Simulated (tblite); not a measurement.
Compound: C₇H₁₄P (charge +1).
InChI=1S/C7H14P/c1-8-4-2-7(6-8)3-5-8/h7H,2-6H2,1H3/q+1/t7-,8+

Method: GFN2-xTB as coded in tblite; computed harmonic values from a numerical Hessian at the method's own geometry, unscaled. Errors from tens to a few hundred cm⁻¹ against measured bands are possible.

Harmonic wavenumbers (cm⁻¹): 105.8, 134.8, 165.5, 183.4, 240.5, 347.2, 348.8, 435.5, 470.0, 663.4, 699.3, 723.2, 779.1, 788.7, 793.8, 833.2, 834.4, 873.6, 885.9, 904.1, 906.1, 946.2, 950.3, 988.4, 999.8, 1045.9, 1049.9, 1107.0, 1123.4, 1144.3, 1174.2, 1187.8, 1194.5, 1196.3, 1263.9, 1278.0, 1301.5, 1304.5, 1318.9, 1380.6, 1381.6, 1409.2, 1417.4, 1424.4, 1477.1, 1491.9, 2967.6, 2971.4, 2980.7, 2981.5, 2985.5, 2990.5, 2993.4, 2998.9, 2999.8, 3003.2, 3008.6, 3011.7, 3025.9, 3028.4.

A = 2721, B = 1684, C = 1454 MHz; mass 129.083 u (most abundant isotopes); point group Cs, symmetry number 1.

Q: Zero-point energy?

A: ½Σν̃ = 42310 cm⁻¹ = 506.14 kJ/mol.

Q: Give the ideal-gas entropy at 350 K and 1 bar in the rigid-rotor, harmonic-oscillator model (classical rotation).

A: Translation 172.81, rotation 120.28, vibration 106.77: S = 399.9 J/(mol K).

Q: And Cp and H(350 K) − H(0)?

A: Cp = 180.39 J/(mol K), of which vibrations give 147.13 (their classical limit is 60 R = 498.9); H(350 K) − H(0) = 33.69 kJ/mol without the zero-point energy, 22.05 from vibrations.

Q: Blend soft modes into free rotors: weight 1/[1 + (100 cm⁻¹/ν̃)⁴] for the oscillator and the rest for a rotor with moment μB/(μ + B), μ = h/(8π²ν), B = 10⁻⁴⁴ kg m². What vibrational entropy results?

A: 104.86 J/(mol K) in place of 106.77, which changes −T·S at 350 K by +0.67 kJ/mol.

Q: How do the functions run with temperature in this model?

A: 
| T (K) | S (J/(mol K)) | Cp (J/(mol K)) | H − H(0) (kJ/mol) | G − H(0) (kJ/mol) | ln q(vib) |
| --- | --- | --- | --- | --- | --- |
| 150 | 297.4 | 81.6 | 8.12 | -36.49 | 1.40 |
| 250 | 348.8 | 126.2 | 18.37 | -68.84 | 3.21 |
| 298.15 | 373.3 | 152.1 | 25.07 | -86.22 | 4.17 |
| 400 | 425.7 | 206.5 | 43.37 | -126.90 | 6.37 |
| 600 | 526.3 | 290.1 | 93.58 | -222.21 | 11.14 |
| 900 | 660.2 | 368.6 | 193.40 | -400.74 | 18.53 |

q(vib) and H(0) count from the zero-point level.

Q: What must be added to the electronic energy to get the Gibbs energy at 350 K and 1 bar?

A: ZPE + [H(350 K) − H(0)] − T·S = 506.14 + 33.69 − 139.95 = 399.88 kJ/mol.

Hindered rotation and anharmonicity are outside this model.
